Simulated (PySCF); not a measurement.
C₄H₆O₂Si, SMILES o1cc(cc1O)[SiH3].

Coordinates come from a r2SCAN-D4/def2-SVP optimisation. The geometry has at least one imaginary mode, so it is a saddle point at that level. The structure was generated by enumeration, and PubChem lists no compound with its InChIKey, so it may never have been made. The values are those of a single conformer.

Calculation: r2SCAN-D4/def2-SVP in PySCF.

Frequencies are harmonic and unscaled.

| mode | ν (cm⁻¹) | IR (km/mol) | moving atoms (share of kinetic energy) |
|---|---|---|---|
| 1 | 94i | 0.1 | H 93 % |
| 2 | 140 | 0.2 | C 53 %, O 21 %, H 16 %, Si 11 % |
| 3 | 170 | 1.1 | C 41 %, H 22 %, O 19 %, Si 18 % |
| 4 | 285 | 98.4 | H 89 %, C 9 % |
| 5 | 321 | 9.1 | O 48 %, C 43 %, H 10 % |
| 6 | 413 | 8.1 | Si 54 %, O 22 %, C 13 %, H 11 % |
| 7 | 452 | 22.5 | O 42 %, C 33 %, H 18 % |
| 8 | 591 | 0.2 | H 46 %, C 42 %, O 8 % |
| 9 | 660 | 48.8 | H 78 %, Si 13 % |
| 10 | 667 | 33.0 | H 43 %, C 40 %, O 15 % |
| 11 | 695 | 48.9 | H 49 %, C 45 % |
| 12 | 727 | 1.7 | O 60 %, C 31 % |
| 13 | 728 | 2.9 | H 51 %, C 45 % |
| 14 | 757 | 34.1 | H 72 %, C 27 % |
| 15 | 920 | 276.7 | H 82 %, C 11 % |
| 16 | 937 | 45.0 | H 97 % |
| 17 | 953 | 38.4 | H 94 % |
| 18 | 970 | 32.0 | C 61 %, H 22 %, O 13 % |
| 19 | 991 | 41.8 | O 40 %, C 35 %, H 25 % |
| 20 | 1117 | 47.3 | H 70 %, C 24 % |
| 21 | 1154 | 3.4 | C 46 %, O 41 %, H 13 % |
| 22 | 1175 | 112.0 | C 39 %, H 38 %, O 22 % |
| 23 | 1245 | 64.6 | H 77 %, C 15 % |
| 24 | 1321 | 6.0 | C 82 %, H 13 % |
| 25 | 1467 | 13.2 | C 67 %, H 23 %, O 9 % |
| 26 | 1559 | 88.8 | C 86 %, H 12 % |
| 27 | 1655 | 334.8 | C 89 %, O 8 % |
| 28 | 2216 | 118.5 | H 96 % |
| 29 | 2218 | 97.5 | H 98 % |
| 30 | 2230 | 99.6 | H 96 % |
| 31 | 3251 | 6.3 | H 91 %, C 9 % |
| 32 | 3283 | 1.1 | H 91 %, C 9 % |
| 33 | 3852 | 131.8 | H 94 % |
